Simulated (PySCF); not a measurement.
A structure optimised at PBE-D3(BJ)/def2-SVP, used in a PySCF frequency run:

```xyz
4

Cd    -0.0081     0.0095     0.0000
Br     0.0057     2.4442     0.0000
Se    -0.0372    -2.4566     0.0000
H      1.4504    -2.4784     0.0000
```
Charge 0, spin multiplicity 1.

Question: Write its SMILES, formula and point group.

Answer: [SeH][Cd][Br], BrCdHSe, Cs

Question: What are its rotational constants (standard atomic weights)?

Answer: 229.41, 0.52634, 0.52513 GHz
